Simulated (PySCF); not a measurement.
Highest occupied level (eV) of eight silicon and germanium compounds: PBE beside ωB97X, computed with PySCF for isolated molecules in the bases named; differences from unrounded values. The eight are the first of their class met in an unordered collection, after screening for sound electronic states; none was chosen by its value. Each molecule has one DFT geometry for both levels.

```json
[
 {"molecule": "Cl2FGeHO, SMILES [F][Ge]([Cl])([Cl])[OH]", "basis": "def2-TZVP", "ωB97X": "-12.26", "PBE": "-8.24", "difference": "4.02"},
 {"molecule": "CH5F3Si2, SMILES F[SiH2]C(F)([SiH3])F", "basis": "def2-TZVP", "ωB97X": "-10.69", "PBE": "-6.80", "difference": "3.89"},
 {"molecule": "H₉NSi₃, SMILES [SiH3]N[SiH2][SiH3]", "basis": "def2-TZVP", "ωB97X": "-9.92", "PBE": "-6.20", "difference": "3.71"},
 {"molecule": "Si(F)3(SeH) (F3HSeSi), SMILES F[Si](F)([SeH])F", "basis": "def2-TZVP", "ωB97X": "-10.38", "PBE": "-6.84", "difference": "3.54"},
 {"molecule": "C3H6FNSi, SMILES F[SiH2]N1C=CC1", "basis": "def2-TZVP", "ωB97X": "-8.59", "PBE": "-5.21", "difference": "3.38"},
 {"molecule": "GeBr₂, SMILES [Ge]([Br])[Br] (connectivity only; charge and spin as stated), neutral, multiplicity 1", "basis": "def2-TZVPD", "ωB97X": "-9.93", "PBE": "-6.78", "difference": "3.15"},
 {"molecule": "C₂H₇F₂NSi, SMILES C(C(F)F)[SiH2]N", "basis": "def2-TZVP", "ωB97X": "-9.84", "PBE": "-5.97", "difference": "3.87"},
 {"molecule": "C2H8OSi2, SMILES C1[Si@@H]([SiH2]O1)C", "basis": "def2-TZVP", "ωB97X": "-9.71", "PBE": "-6.32", "difference": "3.39"}
]
```

PBE lies below ωB97X in 0 and above it in 8 of the eight; the mean signed difference is 3.62 and the largest 4.02 eV.
